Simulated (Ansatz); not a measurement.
CH3F3Si (SMILES F[SiH2]C(F)F) moved off its minimum; all values from Ansatz (a program for electronic structure), cores frozen in correlated methods.
(charge 0, multiplicity 1)
```xyz
8

F      1.5345    -0.5923    -0.6067
Si     1.1221     0.4283     0.2347
C     -0.9041     0.1604     0.1703
F     -1.2488    -0.9348     0.7281
F     -1.3897     0.4196    -1.0582
H      1.3485     1.7459    -0.2604
H      1.4654     0.3110     1.7593
H     -1.4547     0.9543     0.8825
```

Forces at B3LYP/def2-TZVPP (eV/Å):

```csv
atom,Fx,Fy,Fz
F1,5.019,-9.813,-7.957
Si2,-6.772,8.397,9.197
C3,1.905,6.766,2.743
F4,-1.345,-4.531,0.434
F5,-0.618,-0.894,-1.218
H6,0.519,0.921,-0.368
H7,0.065,-0.033,-1.361
H8,1.227,-0.814,-1.469
```

Give the forces (eV/Å), the total energy and the dipole at CCSD(T)/cc-pV(T+d)Z.


| atom | Fx | Fy | Fz |
|---|---|---|---|
| F1 | 4.998 | -9.741 | -7.894 |
| Si2 | -6.939 | 8.281 | 9.135 |
| C3 | 1.969 | 6.895 | 2.647 |
| F4 | -1.325 | -4.536 | 0.409 |
| F5 | -0.529 | -0.952 | -1.050 |
| H6 | 0.520 | 0.911 | -0.347 |
| H7 | 0.055 | -0.019 | -1.407 |
| H8 | 1.252 | -0.839 | -1.493 |
Energy -628.0771 hartree, dipole 2.11 D.
